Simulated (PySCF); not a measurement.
# Tm⁶⁵⁺ (thulium, charge +65) across methods

[He] 2s2, closed-shell 1S. Calculation: PySCF 2.14, in an even-tempered Gaussian basis (18 s from 44 bohr⁻², ratio 2.2; 8 p from 67 bohr⁻², ratio 2.4; 5 d from 200 bohr⁻², ratio 2.4; 5 f from 300 bohr⁻², ratio 2.4; 4 g from 450 bohr⁻², ratio 2.4); the spin-free X2C one-electron Hamiltonian (Gaussian nucleus).

| method | E (hartree) | mean ε 1s (eV) | mean ε 2s (eV) | Σ⟨r²⟩ (bohr²) | ⟨S²⟩ |
| --- | --- | --- | --- | --- | --- |
| r2SCAN | -6283.38 | -66821.2 | -16422.6 | 0.01632 | 0.000 |
| PBE0 | -6283.57 | -66897.9 | -16443.6 | 0.01631 | 0.000 |
| UHF | -6283.04745 | -67292.8 | -16527.4 | 0.01631 | 0.000 |
| PBE | -6283.72 | -66766.1 | -16415.2 | 0.01631 | 0.000 |
| LDA | -6275.98 | -66696.7 | -16400.7 | 0.01633 | 0.000 |
| B3LYP | -6283.46 | -66870.7 | -16438.3 | 0.01631 | 0.000 |
| BLYP | -6284.28 | -66771.7 | -16416.8 | 0.01631 | 0.000 |
